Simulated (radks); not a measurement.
The numbers below are computed, except where a source is named.
Yb+, configuration [Xe] 4f13 6s1 6p1 (not the ground configuration).

Level of theory: scalar-relativistic Kohn-Sham, PBE, spin-polarised, spherical densities, point nucleus; open shells are filled with parallel spins first (spin-orbit coupling, left out, can overturn this in heavy ions) (a radial shooting solver on a logarithmic mesh with Libxc functionals).

Energy parts (eV):
| part | energy |
|---|---|
| total | -382572.80 |
| kinetic | 416982.64 |
| electron-nucleus | -940667.92 |
| Hartree | 149061.47 |
| exchange-correlation | -7948.99 |

Orbitals (lengths in bohr, moments of r in powers of bohr; <r^-3> diverges for s and p1/2):
orbital,occ.,eigenvalue (eV),<r^-3>
1s up,1,-61262.82,-
1s down,1,-61262.80,-
2s up,1,-10393.97,-
2s down,1,-10393.95,-
2p up,3,-9161.683,15980
2p down,3,-9161.660,15980
3s up,1,-2357.216,-
3s down,1,-2356.736,-
3p up,3,-1985.828,3484
3p down,3,-1985.347,3485
3d up,5,-1533.918,457.8
3d down,5,-1533.549,457.9
4s up,1,-478.5392,-
4s down,1,-477.5727,-
4p up,3,-356.5417,792.4
4p down,3,-355.5917,792.0
4d up,5,-196.0332,87.83
4d down,5,-195.0943,87.77
4f up,7,-20.2085,13.00
4f down,6,-19.3258,12.95
5s up,1,-69.8514,-
5s down,1,-69.2920,-
5p up,3,-41.3060,102.6
5p down,3,-40.7960,102.4
6s up,1,-12.2590,-
6s down,0,-10.7709,-
6p up,1,-7.6884,10.21

The highest occupied level is 6p up at -7.688 eV. The configuration is held as typed, so some empty levels lie below it. The density falls to 0.001 e/bohr^3 at r = 4.90 bohr. Spin moment in Bohr magnetons: 3. Summed over all electrons, <r^2> = 63.42 bohr^2, which gives a Langevin (diamagnetic) susceptibility term of -50.2 x 10^-6 cm^3/mol.
